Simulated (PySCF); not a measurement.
# From computed data to an observable: oscillator strength and radiative lifetime

C2H5ClOSi, SMILES C=C[Si@H](O)Cl.

Geometry optimised at PBE-D3(BJ)/def2-SVP. The structure was generated by enumeration; whether it is a known compound was not checked. One conformer was computed; it need not be the lowest.

PySCF 2.14.0 with TDA-PBE/def2-SVPD puts the first singlet state with f over 0.02 at 6.52 eV (vertical), with the transition dipole (-0.407, -0.152, 0.216) in atomic units.

### Question
Find the oscillator strength, the wavelength and the radiative lifetime that this transition would have in vacuum if emission retraced absorption.

### Answer

|μ|² = 0.2354 au, so |μ| = 1.23 D. ΔE = 6.52/27.211 = 0.2396 hartree. f = (2/3) ΔE |μ|² = 0.038 (the program prints 0.038).
λ = 1239.84/6.52 = 190 nm; ν = 52587 cm⁻¹.
Einstein's coefficient A = 0.6670 ν² f s⁻¹ (ν in cm⁻¹) = 6.9e7 s⁻¹, so τ = 1/A = 14 ns. This state is S4; the lower singlets have f = 0.006, 0.004, 0.001. The figure is the radiative limit of this one transition; relaxation, internal conversion, crossing to triplets and a medium change what is measured.
